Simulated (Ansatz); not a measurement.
Computed with Ansatz on PBE0-D4/def2-TZVP structures; ΔE is electronic, products minus reactants. CCSD(T)/CBS is the MP2 limit (def2-TZVPP, def2-QZVPP) plus CCSD(T) − MP2 in def2-TZVPP, frozen cores. DFT in def2-TZVPP. B3LYP here is the variant with VWN-RPA as its local correlation; programs differ in this. Elements past krypton have def2 core potentials. For Te outer-core shells are correlated without core-valence functions, which leaves a few kJ/mol of doubt a bond. One conformer a species, not always the lowest.

Consider the substitution at a C–Te bond: `OC[Te][SiH2]F` + `O[SiH3]` → `OCO[SiH3]` + `F[SiH2][TeH]`.

| level | ΔE (kJ/mol) | difference from CCSD(T)/CBS |
| --- | --- | --- |
| LDA (SPW92) | 16.9 | -8.7 |
| PBE-D4 | 27.1 | 1.5 |
| B3LYP-D4 | 19.4 | -6.2 |
| ωB97X-V | 10.4 | -15.2 |
| revPBE | 25.7 | 0.1 |
| r2SCAN0 | 15.5 | -10.1 |
| BHLYP | 6.1 | -19.5 |
| CCSD/def2-SVP | -11.9 | -37.5 |
| CCSD/def2-TZVPP | 12.3 | -13.3 |
| MP2/CBS(def2) | 35.4 | 9.8 |
| CCSD(T)/CBS | 25.6 | 0 |

Largest T1 diagnostic among the species: 0.012.

From PBE to PBE0 (25 % exact exchange), in def2-TZVPP and without D4, ΔE moves by −6.8 kJ/mol. Leaving LDA and LC-ωPBE aside and taking each functional with its dispersion term where it has one, the values, not all of them listed here, spread over 19.1 kJ/mol, from CAM-B3LYP-D4 to revPBE-D4. LDA lies −7.6 kJ/mol from PBE without D4. The D4 term adds +4.4 kJ/mol with B3LYP and +2.3 kJ/mol with PBE0; it sums over pairs of atoms, weighted by their polarisabilities, and B3LYP, whose exchange is more repulsive, gets the larger term.

CCSD(T)/CBS has its own doubt, a few kJ/mol and more with outer-core shells, so smaller differences from it don't rank the levels.
